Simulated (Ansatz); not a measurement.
Relaxation of C3H12OSi2 (18 atoms, charge 0, multiplicity 1), to a largest force component of 0.02 eV/Å in at most 50 steps.

Level of theory: RKS CAM-B3LYP-D4/6-31G (Ansatz 0.2.0).

```xyz
18
Properties=species:S:1:pos:R:3
C -1.638 -1.503 -0.293
C -0.573 -1.066 0.655
C 0.730 -0.691 -0.043
O 1.261 -1.800 -0.834
Si 0.797 0.972 -0.964
Si 0.561 2.684 0.609
H -1.366 -2.301 -0.931
H -2.536 -1.741 0.254
H -1.970 -0.609 -0.912
H -0.916 -0.247 1.325
H -0.400 -1.926 1.331
H 1.541 -0.588 0.775
H 1.177 -2.568 -0.271
H 2.070 1.161 -1.638
H -0.303 1.033 -1.950
H -0.730 2.560 1.343
H 1.661 2.616 1.620
H 0.594 4.025 -0.022
```

Q: Where does it end, and by what steps?

A: It converged. Limits of this set-up: no polarisation functions. After 15 steps the energy has fallen by 0.428 eV; H9 moved furthest, 0.69 Å.

```json
{"step": "0", "energy less start (eV)": "0.0000", "largest force component (eV/Å)": "2.738", "accepted": "yes"}
{"step": "1", "energy less start (eV)": "-0.3361", "largest force component (eV/Å)": "0.741", "accepted": "yes"}
{"step": "2", "energy less start (eV)": "-0.3849", "largest force component (eV/Å)": "0.539", "accepted": "yes"}
{"step": "3", "energy less start (eV)": "-0.3968", "largest force component (eV/Å)": "0.256", "accepted": "yes"}
{"step": "4", "energy less start (eV)": "-0.3995", "largest force component (eV/Å)": "0.312", "accepted": "yes"}
{"step": "5", "energy less start (eV)": "-0.3653", "largest force component (eV/Å)": "0.671", "accepted": "no"}
{"step": "6", "energy less start (eV)": "-0.4140", "largest force component (eV/Å)": "0.110", "accepted": "yes"}
{"step": "7", "energy less start (eV)": "-0.4191", "largest force component (eV/Å)": "0.062", "accepted": "yes"}
{"step": "8", "energy less start (eV)": "-0.4223", "largest force component (eV/Å)": "0.134", "accepted": "yes"}
{"step": "9", "energy less start (eV)": "-0.4221", "largest force component (eV/Å)": "0.123", "accepted": "no"}
{"step": "10", "energy less start (eV)": "-0.4254", "largest force component (eV/Å)": "0.058", "accepted": "yes"}
{"step": "11", "energy less start (eV)": "-0.4275", "largest force component (eV/Å)": "0.052", "accepted": "yes"}
{"step": "12", "energy less start (eV)": "-0.4279", "largest force component (eV/Å)": "0.040", "accepted": "yes"}
{"step": "13", "energy less start (eV)": "-0.4281", "largest force component (eV/Å)": "0.034", "accepted": "yes"}
{"step": "14", "energy less start (eV)": "-0.4283", "largest force component (eV/Å)": "0.022", "accepted": "yes"}
{"step": "15", "energy less start (eV)": "-0.4284", "largest force component (eV/Å)": "0.008", "accepted": "yes"}
```

```xyz
18
Properties=species:S:1:pos:R:3
C -1.669 -1.110 -0.108
C -0.423 -1.130 0.777
C 0.874 -0.837 0.020
O 1.106 -1.815 -1.039
Si 0.937 0.843 -0.924
Si 0.265 2.605 0.486
H -1.517 -1.745 -0.985
H -2.545 -1.470 0.437
H -1.892 -0.098 -0.463
H -0.525 -0.411 1.600
H -0.327 -2.119 1.251
H 1.714 -0.855 0.730
H 1.230 -2.710 -0.666
H 2.347 1.072 -1.377
H 0.052 0.784 -2.127
H -1.157 2.422 0.929
H 1.121 2.656 1.718
H 0.371 3.930 -0.207
```

Whether the end is a true minimum wasn't checked by a vibrational analysis.

The run took 62 s on 2 threads of Intel(R) Xeon(R) Platinum 8488C (Sapphire Rapids), with other jobs on the host, peak memory 0.32 GiB.
